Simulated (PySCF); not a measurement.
**Fractional electron number in Mn²⁺ (manganese, charge +2)**

The 3d alpha orbital of [Ar] 3d5 is emptied in steps (occupation f), with all orbitals relaxed, ending at [Ar] 3d4. Computed with PySCF 2.14 in jorge-DZP-DKH (8s6p2d1f, 43 functions), with scalar relativity by spin-free X2C-1e. The exact energy is a straight line in f; departures are measured from the line between the end points of the same method.

Question: Among PBE0, r2SCAN, LC-wPBE, which shows the largest delocalisation error (convex curve), and which is closest to linear?

Answer: Most convex: r2SCAN (-2.038 eV at f = 0.5); closest to linear: LC-wPBE (-0.865 eV).

```csv
f,PBE0 (eV),r2SCAN (eV),LC-wPBE (eV)
1,0.000,0.000,0.000
0.75,-1.141,-1.531,-0.646
0.5,-1.523,-2.038,-0.865
0.25,-1.143,-1.525,-0.651
0,0.000,0.000,0.000
```

```csv
method,E(f=0) − E(f=1) (eV),−ε at f=1 (eV),−ε at f=0.5 (eV)
PBE0,33.006,26.924,33.001
r2SCAN,33.010,24.837,33.027
LC-wPBE,33.010,29.577,32.996
```

Reference removal energy between the ground levels: 33.668 ± 0.012 eV (measured; NIST Atomic Spectra Database, ionization energies). The calculation has no spin-orbit coupling. The determinant left behind need not be the lowest term of the ion.
